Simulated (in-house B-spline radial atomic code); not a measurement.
A fraction x of an electron is removed from 4p in Br⁺, starting from [Ar] 3d10 4s2 4p4 and keeping the highest spin. Method: non-relativistic AM05, spin-polarised, spherical fractional occupations, point nucleus. Calculated with a radial B-spline atomic code at the basis-set limit.

| x | E(x) - E(0) (eV) | 4p down level (eV) |
| --- | --- | --- |
| 0 | 0.0000 | -16.438 |
| 0.04 | 0.6651 | -16.816 |
| 0.21 | 3.6609 | -18.432 |
| 0.37 | 6.7328 | -19.969 |
| 0.46 | 8.5692 | -20.840 |
| 0.5 | 9.4105 | -21.228 |
| 0.51 | 9.6233 | -21.325 |
| 0.73 | 14.5507 | -23.473 |
| 0.78 | 15.7366 | -23.963 |
| 1 | 21.2468 | - |

The exact functional would give a straight line between the two integer points. Deviations E(x) - E(0) - x[E(1) - E(0)], in eV: -0.185 at x = 0.04, -0.801 at x = 0.21, -1.129 at x = 0.37, -1.204 at x = 0.46, -1.213 at x = 0.5, -1.213 at x = 0.51, -0.959 at x = 0.73, -0.836 at x = 0.78.

The curve lies below the straight line by up to 1.213 eV (at x = 0.5): convex, the delocalisation error that favours fractional charges.

**Question.** How well does Slater's transition state (minus the level at half occupation) give the ionisation energy?

**Answer.** It gives 21.228 eV against 21.247 eV from the two total energies; NIST lists 21.59 eV, ground level to ground level.
